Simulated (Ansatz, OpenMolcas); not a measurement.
**How basis sets differ on C2H4AlFO (SMILES C=C[O][AlH][F])**

C2H4AlFO has 9 atoms, charge 0, and is taken as a singlet. SMILES: `C=C[O][AlH][F]`. Geometry: relaxed at PBE0-D4/def2-TZVP. This is one conformer, not always the lowest.

```xyz
9

C    -1.5620   -0.3601    1.1039
C    -0.7280   -0.3129    0.0755
O     0.4903    0.2565    0.1396
Al    1.8008    0.5193   -0.8848
F     3.0876    1.3016   -0.2350
H    -1.2977    0.0653    2.0641
H    -2.5277   -0.8322    0.9885
H    -0.9990   -0.7431   -0.8888
H     1.8243    0.0592   -2.3803
```

Quantity: the dipole moment, in D. The values are calculated.

```csv
level,kind,program,value (D),CPU time
HF/ANO-R0 (sfX2C),Hartree–Fock,OpenMolcas,0.68,5.3 s
HF/ANO-S-MB,Hartree–Fock,OpenMolcas,2.11,2.6 s
HF/STO-3G,Hartree–Fock,OpenMolcas,1.65,5.1 s
HF/3-21G,Hartree–Fock,OpenMolcas,2.49,5.9 s
HF/6-31G,Hartree–Fock,Ansatz,3.05,1.5 s
HF/def2-SVP,Hartree–Fock,Ansatz,2.17,2.5 s
```

The values span 0.68 to 3.05 D. Magnitudes only. Sets without polarisation functions give poor dipoles. Times are those of the runs behind each value, whatever else they computed, on shared processors of several kinds: orders of magnitude only.
